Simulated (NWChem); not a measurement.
Species: C3H7FSi; SMILES F/C(=C\[SiH3])C

Computed with NWChem. Pople sets run with spherical d functions. Each level has its own optimisation. Brackets give each atom's bonded neighbours.

For level PBE-D3(BJ)/def2-SVP:

| Quantity | Value |
|---|---|
| r C–C [C(CCF)–C(CHSi)] (Å) | 1.347 |

Question: Estimate the same quantities for level Hartree-Fock/6-31G*.

Answer: 
* **r C–C [C(CCF)–C(CHSi)] (Å)**: 1.317
